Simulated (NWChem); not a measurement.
Molecule: NaF; SMILES [Na][F]

All runs: NWChem. Pople sets run with spherical d functions. Geometry: optimised at PBE0/def2-SVP.

Order these by “orbital gap (eV)”, lowest first: Hartree-Fock/3-21G; Hartree-Fock/6-311G**; Hartree-Fock/STO-3G.

Hartree-Fock/3-21G (9.69), Hartree-Fock/6-311G** (10.98), Hartree-Fock/STO-3G (15.08)
